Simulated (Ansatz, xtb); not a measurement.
# Isomers of C5H7Br in order of energy

12 gas-phase structures of C5H7Br, from a drawn sample of its isomers (lower ones may exist). Each was relaxed with GFN2-xTB:

A. `C=C/C=C(\C)Br`, a singlet
B. `C=C/C=C(/C)Br`, a singlet
C. `C=C/C(Br)=C/C`, a singlet
D. `C=C(C)C(=C)Br`, a singlet
E. `C=C(C)/C=C/Br`, a singlet
F. `C=C/C(Br)=C\C`, a singlet
G. `C=C/C(C)=C\Br`, a singlet
H. `C/C=C/C=C/Br`, a singlet
I. `C=C(Br)/C=C\C`, a singlet
J. `C=C(Br)/C=C/C`, a singlet
K. `C=C/C(C)=C/Br`, a singlet
L. `C=C(C)/C=C\Br`, a singlet

Question: Make a reasoned guess at their ranking by r2SCAN-D4/def2-SVP single-point energy.

Answer: Calculated order at r2SCAN-D4/def2-SVP: B (0.0), A (5.2), C (6.4), H (6.8), J (7.3), K (7.5), E (9.7), G (9.8), F (14.9), L (20.2), I (23.8), D (24.3) kJ/mol. Less than 1 kcal/mol parts A and C; C and H; H and J; J and K; K and E; E and G; L and I; I and D, so the order within those pairs means little.

Energies above the lowest of each column, in kJ/mol; the last columns are at PBE-D3(BJ)/def2-SVP geometries and were run for some of them only (a dash: not run or not comparable):

```
structure  GFN2-xTB  HF/STO-3G  r2SCAN-D4/def2-SVP  PBE-D3(BJ)/def2-SVP  CCSD(T)/def2-SVP + ΔMP2/def2-TZVPP
        B       2.1        4.8                 0.0                  0.0                                 0.0
        A       4.8       11.1                 5.2                  4.9                                 4.7
        C       6.0        9.1                 6.4                  5.0                                 4.8
        H       0.0        0.0                 6.8                  5.2                                 8.9
        J       2.6        7.8                 7.3                  6.6                                 5.4
        K       6.2        8.1                 7.5                  6.7                                 5.0
        E       5.2        7.5                 9.7                    –                                   –
        G       7.2        9.3                 9.8                    –                                   –
        F      10.7       17.6                14.9                    –                                   –
        L      15.5       21.6                20.2                    –                                   –
        I      16.3       22.0                23.8                    –                                   –
        D      13.8       20.2                24.3                    –                                   –
```

CCSD(T)/def2-SVP + ΔMP2/def2-TZVPP puts B lowest of those it was run on; GFN2-xTB picks H, HF/STO-3G picks H. CCSD(T)/def2-SVP + ΔMP2/def2-TZVPP orders those it was run on as B (0.0), A (4.7), C (4.8), K (5.0), J (5.4), H (8.9) kJ/mol. Less than 1 kcal/mol parts A and C; C and K; K and J; J and H, so the order within those pairs means little. Flexible structures stand in one conformer each, not always the lowest. Frequencies (GFN2-xTB) were run for A, B, C, H, J, K alone. ΔMP2 is the change of the MP2 energy from the smaller to the larger basis.

Over these structures GFN2-xTB departs from r2SCAN-D4/def2-SVP by 2.7 kJ/mol on average once a common shift is removed. A GFN2-xTB relaxation took about 0.067 s and the r2SCAN-D4/def2-SVP energy about 3.3 s on a shared host (Ansatz 0.2.0, xtb 6.7.1).
